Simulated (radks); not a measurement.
Se I, configuration [Ar] 3d10 4s2 4p4. Calculated with a radial shooting solver on a logarithmic mesh with Libxc functionals: scalar-relativistic Kohn-Sham, PBE, spin-polarised, spherical densities, finite nucleus; open shells are filled with parallel spins first; Fermi nuclear charge, rms radius 4.14 fm.

Unscreened Slater integrals over Kohn-Sham orbitals (hartree). They are taken over the spin-up orbitals.

\begin{tabular}{lr}
integral & value \\ \hline
F0(4p,4p) & 0.39859 \\
F2(4p,4p) & 0.20458 \\
F0(4p,4s) & 0.44153 \\
G1(4p,4s) & 0.28445 \\
F0(4p,3d) & 0.52679 \\
F2(4p,3d) & 0.098868 \\
G1(4p,3d) & 0.033301 \\
G3(4p,3d) & 0.029793 \\
F0(4s,4s) & 0.50259 \\
F0(4s,3d) & 0.64445 \\
G2(4s,3d) & 0.055291 \\
F0(3d,3d) & 1.4581 \\
F2(3d,3d) & 0.69113 \\
F4(3d,3d) & 0.43336 \\
\end{tabular}

Derived for the open shells (J is the average intra-shell exchange parameter used in DFT+U). 4p: J = F2/5 = 0.04092 hartree; in LS coupling 1D lies 6 F2/25 = 0.04910 hartree above 3P.
